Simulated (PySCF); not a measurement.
# Ionisation energy of Cr¹³⁺ by level of theory

Cr¹³⁺ [Ne] 3s1 (2S) → Cr¹⁴⁺ [Ne] (1S), as a difference of total energies. All numbers are calculated (PySCF 2.14, scalar relativity by spin-free X2C-1e, in an uncontracted even-tempered set (18 s from 0.81 bohr⁻², ratio 2.5; 11 p from 1.1 bohr⁻², ratio 2.5; 5 d from 4.4 bohr⁻², ratio 2.7; 4 f from 6.6 bohr⁻², ratio 2.7)). Correlated levels: outer shells: 1s2 frozen; virtual orbitals above 40 to 60 times the deepest correlated orbital energy dropped. The calculations carry no spin-orbit coupling.

```
                method  ionisation energy (eV)
                   UHF                  383.59
                   LDA                  385.24
                   PBE                  385.80
                  PBE0                  385.34
                r2SCAN                  383.81
                revPBE                  385.50
                  BP86                  385.04
    MP2 (outer shells)                  384.17
SCS-MP2 (outer shells)                  384.06
```

Question: How much does correlation contribute at MP2 (outer shells)?

Answer: 384.17 − (383.59) = 0.58 eV, measured against UHF.

For comparison: 384.16 eV (semi-empirical (NIST evaluation); NIST Atomic Spectra Database, ionization energies).
